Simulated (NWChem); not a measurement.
# Total energies of germanium monotelluride (GeTe)

```
Ge
Te 1 2.3664
```
Charge 0, spin multiplicity 1.

The numbers come from NWChem runs, not from measurements. Structure: optimised with B3LYP/def2-SVP with def2 effective core potentials on Te, a minimum by its harmonic frequencies.

Basis set: def2-SVP (58 functions).

```json
[
 {"method": "RHF", "total energy (Ha)": "-2342.13087"},
 {"method": "MP2", "total energy (Ha)": "-2342.45469"},
 {"method": "B2PLYP", "total energy (Ha)": "-2344.14428"},
 {"method": "PBE", "total energy (Ha)": "-2344.47821"},
 {"method": "B3LYP", "total energy (Ha)": "-2344.92916"},
 {"method": "r2SCAN", "total energy (Ha)": "-2344.89133"},
 {"method": "CCSD(T)", "total energy (Ha)": "-2342.47420"}
]
```

Total energies of different functionals aren't comparable as a measure of quality: only differences taken within one method are. 

Effective core potentials replace the inner electrons of Te; spin-orbit coupling is left out. The correlated methods keep 13 core orbitals frozen. B3LYP has NWChem's definition, with VWN1-RPA local correlation. No row is a measurement; the coupled-cluster row has its own basis-set and correlation limits.
